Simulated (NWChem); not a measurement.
## AlClF2 (SMILES [F][Al]([F])[Cl]): name the method

The species is AlClF2 (4 atoms), meant as a singlet with charge 0. SMILES: `[F][Al]([F])[Cl]`. The coordinates come from a PBE0-D4/def2-TZVP relaxation.

```xyz
4

F     0.9972    0.7218    1.1496
Al    0.0693   -0.0508    0.0536
F     0.2735   -1.6538   -0.1647
Cl   -1.3400    0.9828   -1.0386
```

A calculation with NWChem 7.3.0 gave:

```json
{
  "total energy": "-902.5180 Eh",
  "dipole moment": "0.08 D",
  "HOMO energy": "-9.49 eV",
  "LUMO energy": "-1.58 eV",
  "HOMO–LUMO gap": "7.91 eV",
  "largest force": "0.409 eV/Å"
}
```

Task: Which of these levels gave the numbers?
A. M06-2X/def2-SVPD
B. B3LYP/6-31G* (Cartesian functions)
C. B3LYP/6-31G* (spherical functions)
D. HF/STO-3G

Result: C. The others give -889.8489 Eh (HF/STO-3G), -902.0893 Eh (M06-2X/def2-SVPD), -902.5261 Eh (B3LYP/6-31G* (Cartesian functions)).
